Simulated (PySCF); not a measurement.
1-ethenyl-1-fluorocyclopropane (C5H7F), SMILES C=CC1(F)CC1. Coordinates come from a PBE-D3(BJ)/def2-SVP optimisation. Other conformers were not sampled.

All values below come from PySCF with PBE-D3(BJ)/def2-SVP.

Harmonic wavenumbers (cm⁻¹): 127, 238, 288, 355, 431, 496, 669, 713, 739, 858, 882, 886, 923, 966, 981, 993, 1011, 1028, 1136, 1234, 1290, 1292, 1365, 1385, 1427, 1670, 3068, 3069, 3085, 3096, 3164, 3174, 3192. Rotational constants (GHz): 6.438, 2.904, 2.386; symmetry number 1.

Q: Work out the zero-point energy and the ideal-gas rigid-rotor harmonic-oscillator thermochemistry at 298.15 K and 1 atm.

A: ZPE = ½ Σ hcν = ½ × 45230 cm⁻¹ = 270.54 kJ/mol. H − E(el) = 289.17 kJ/mol. Entropy in J/(mol K): translation 164.31, rotation 110.37, vibration 46.61, total 321.29. G − E(el) = 193.37 kJ/mol. Cp = 105.13 J/(mol K). Modes under 150 cm⁻¹ make the vibrational entropy uncertain.
